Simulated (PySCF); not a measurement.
**Sn: electron affinity**

Sn⁻ [Kr] 4d10 5s2 5p3 (4S) → Sn [Kr] 4d10 5s2 5p2 (3P), as a difference of total energies. Calculation: PySCF 2.14, in aug-cc-pwCVDZ-PP with ECP28MDF (6s5p4d1f, 48 functions); scalar relativity through the core potential. Correlated levels: valence: 4s2 4p6 4d10 frozen. The calculations carry no spin-orbit coupling.

| method | electron affinity (eV) |
| --- | --- |
| UHF | 0.965 |
| MP2 (valence) | 1.297 |
| SCS-MP2 (valence) | 1.169 |
| CCSD (valence) | 1.277 |
| CCSD(T) (valence) | 1.299 |

How much does correlation contribute at CCSD(T) (valence)?

1.299 − (0.965) = 0.334 eV, measured against UHF.

The reference lies between the lowest fine-structure levels, while these numbers refer to the centres of the terms.

Errors of the correlated levels include the incompleteness of this basis and the frozen core.

For comparison: 1.112 eV (measured; photodetachment measurements, as compiled on the Wikipedia data page of electron affinities).
